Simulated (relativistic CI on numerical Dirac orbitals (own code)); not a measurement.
## Ligand-field terms of d6

Computed with a parametric ligand-field model of a d^n configuration (Racah B and C, spin-orbit zeta, crystal field), exact diagonalisation.

Field parameters in Wybourne normalisation: Oh B⁴₀ = 21Dq, B⁴₄ = √(5/14) B⁴₀. The field is a parameter set, without covalency.

B = 480 cm⁻¹, C = 1920 cm⁻¹ (C/B = 4.00), Oh, no spin-orbit coupling. Tanabe-Sugano data, E/B above the lowest term (Δ = |10Dq|; b, c mark the second and third term of a kind):

| Δ/B | 5T2 | 5E | 3T1 | 3T2 | 3T1(b) | 1A1 | 1T1 |
| --- | --- | --- | --- | --- | --- | --- | --- |
| 1.0 | 0.00 | 1.00 | 19.74 | 20.06 | 20.68 | 29.11 | 29.56 |
| 5.0 | 0.00 | 5.00 | 16.99 | 19.19 | 21.01 | 22.56 | 26.24 |
| 9.0 | 0.00 | 9.00 | 13.49 | 17.16 | 21.02 | 15.25 | 22.55 |
| 13.0 | 0.00 | 13.00 | 9.82 | 14.45 | 21.04 | 7.71 | 18.77 |
| 17.0 | 0.00 | 17.00 | 6.07 | 11.34 | 21.05 | 0.06 | 14.92 |
| 21.0 | 7.66 | 28.66 | 9.92 | 15.66 | 28.73 | 0.00 | 18.71 |
| 25.0 | 15.44 | 40.44 | 13.85 | 19.94 | 36.51 | 0.00 | 22.58 |
| 29.0 | 23.25 | 52.25 | 17.80 | 24.14 | 44.33 | 0.00 | 26.47 |
| 33.0 | 31.09 | 64.09 | 21.75 | 28.30 | 52.17 | 0.00 | 30.37 |
| 37.0 | 38.95 | 75.95 | 25.70 | 32.42 | 60.04 | 0.00 | 34.29 |
| 41.0 | 46.83 | 87.83 | 29.67 | 36.51 | 67.92 | 0.00 | 38.22 |
| 45.0 | 54.72 | 99.72 | 33.63 | 40.59 | 75.82 | 0.00 | 42.15 |

The ground term changes from 5T2 to 1A1 between Δ/B = 17.0 and 21.0.
